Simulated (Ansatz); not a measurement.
A CCSD(T) single point on `ClB1C[SiH]1[GeH3]`.

```yaml
crystal:
  periodic: [false, false, false]
  atoms:
    - {symbol: Cl, position_ang: [-2.196820, -1.200217, 2.066204]}
    - {symbol: B, position_ang: [-0.664323, -1.145467, 1.277090]}
    - {symbol: C, position_ang: [0.686381, -0.532972, 1.581798]}
    - {symbol: Si, position_ang: [0.298832, -0.689793, -0.337523]}
    - {symbol: Ge, position_ang: [-0.328218, 1.176368, -1.655949]}
    - {symbol: H, position_ang: [1.539448, -1.215494, 1.615690]}
    - {symbol: H, position_ang: [0.826099, 0.321094, 2.241241]}
    - {symbol: H, position_ang: [1.339983, -1.563810, -0.931565]}
    - {symbol: H, position_ang: [-1.317804, 2.037882, -0.855930]}
    - {symbol: H, position_ang: [0.891122, 2.039112, -2.025350]}
    - {symbol: H, position_ang: [-1.009302, 0.716296, -2.955106]}
basis:
  gaussian: {orbitals: def2-TZVPP}
correlation: {method: ccsd_t}
```

```sh
$ ansatz run in.yaml --threads 4 --pin off --events-out ev --progress --plain --max-ram 10444MiB
```

Log, shortened:

```
Functional definition: HF
1648 factors; integrals over basis functions are off by at most 8.9e-4 eV
mean field evaluation 1: about -78633.4518 eV, gradient 3.3e1 eV
mean field evaluation 2: about -78633.7022 eV, gradient 3.3e1 eV
mean field evaluation 4: about -78637.1266 eV, gradient 4.1e0 eV
mean field evaluation 8: about -78637.2111 eV, gradient 3.1e-1 eV
mean field evaluation 16: about -78637.2117 eV, gradient 1.9e-6 eV
mean field -78637.21174408 eV, -2889.8642293782 hartree, gradient 1.9e-6 eV, S^2 0.000000; 0 other end points of the search recorded, 0 dependent functions left out
21 core orbitals not correlated: weight in the atoms' cores, before any rotation towards them, 1.000 or more for the frozen orbitals, at most 0.000 for the correlated occupied ones
reference -78637.21174408 eV, -2889.8642293782 hartree; 19, 19 occupied and 238, 238 virtual orbitals, 1648 factors
second order -22.76949082 eV of doubles, -0.00000000 eV of singles
cycle   1  -23.46451804 eV  change   -7.0e-1 eV  update   1.2e-1
cycle   2  -24.17139763 eV  change   -7.1e-1 eV  update   3.5e-2
cycle   3  -24.27929990 eV  change   -1.1e-1 eV  update   1.8e-2
cycle   4  -24.26469389 eV  change    1.5e-2 eV  update   5.0e-3
cycle   5  -24.26382661 eV  change    8.7e-4 eV  update   2.3e-3
cycle   6  -24.26336960 eV  change    4.6e-4 eV  update   8.7e-4
cycle   7  -24.26325619 eV  change    1.1e-4 eV  update   3.9e-4
cycle   8  -24.26342294 eV  change   -1.7e-4 eV  update   1.7e-4
cycle   9  -24.26345849 eV  change   -3.6e-5 eV  update   7.1e-5
cycle  10  -24.26342156 eV  change    3.7e-5 eV  update   3.1e-5
perturbative correction -1.07878796 eV, -0.0396447263 hartree
Total energy: -78662.55395359 eV, -2890.7955384004 hartree
```

Hardware: 4 threads of an Intel Xeon Platinum 8259CL on a shared host. Wall time 3.3 min, peak host memory 7.3 GiB.

MP2 recovers 89.8 % of the CCSD(T) correlation energy and the triples give 4.3 %; T1 = 0.0133.
